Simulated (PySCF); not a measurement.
Below is a simulated gas-phase Cl 2p photoelectron spectrum of cyclo-(Cl2GeSe)2, Cl4Ge2Se2.

Every computed line was given a Gaussian of 0.8 eV full width at half maximum and an area set by the number of equivalent atoms (split 2:1 within a doublet); the highest printed point is 100. Computed, not measured: delta-SCF UKS SCAN, pcX-2 on the ionised atom, pcseg-1 elsewhere, spin-free X2C (PySCF).

(binding energy (eV), intensity): (204.9, 0), (205.0, 1), (205.1, 2), (205.2, 4), (205.3, 9), (205.4, 16), (205.5, 27), (205.6, 41), (205.7, 59), (205.8, 76), (205.9, 91), (206.0, 100), (206.1, 100), (206.2, 92), (206.3, 78), (206.4, 60), (206.5, 43), (206.6, 28), (206.7, 17), (206.8, 10), (206.9, 8), (207.0, 8), (207.1, 11), (207.2, 17), (207.3, 25), (207.4, 34), (207.5, 42), (207.6, 48), (207.7, 50), (207.8, 49), (207.9, 43), (208.0, 35), (208.1, 26), (208.2, 18), (208.3, 11), (208.4, 6), (208.5, 3), (208.6, 2), (208.7, 1), (208.8, 0), (208.9, 0)

Task: How many maxima does the curve show, and how many computed lines lie under it?

Result: The curve has 2 maxima (at 206.1 and 207.7 eV). Under it lie 2 lines from 1 inequivalent chlorine site, drawn as a 2p3/2, 2p1/2 pair.

Task: Decompose the envelope and assign each component. Bonds: Ge1–Cl2, Ge1–Cl3, Ge1–Se4, Ge1–Se8, Se4–Ge5, Ge5–Cl6, Ge5–Cl7, Ge5–Se8.

Result: 
| position (eV) | relative area | line | atoms | environment |
| --- | --- | --- | --- | --- |
| 206.05 | 2.67 | Cl 2p3/2 | Cl2/Cl3/Cl6/Cl7 | chlorine bonded to Ge |
| 207.71 | 1.33 | Cl 2p1/2 | Cl2/Cl3/Cl6/Cl7 | chlorine bonded to Ge |

Task: What are the centre and the root-mean-square width of the whole band?

Result: The area-weighted mean of the lines is 206.60 eV. Their own spread about it is 0.78 eV (rms) and each Gaussian has σ = 0.8/2.355 = 0.34 eV; the variances add, which gives 0.85 eV.

Shake-up satellites, vibrational structure and lifetime widths aren't simulated. Atoms equivalent by their bonding share one computed value, that of the first of them. 2p3/2 and 2p1/2 are the ΔSCF energy of one spin-free 2p hole plus the eigenvalues of a spin–orbit and ligand-field matrix of the shell. 2p1/2 minus 2p3/2 (ligand field included): Cl 1.65 eV. Isolated species at its PBE0-D3(BJ)/def2-SVP geometry (one conformer only).

Time: 16 s; peak memory 0.64 GiB. Hardware: one thread, Intel Xeon Platinum 8488C (x86_64), shared host with 96 logical CPUs at a one-minute load of 30.
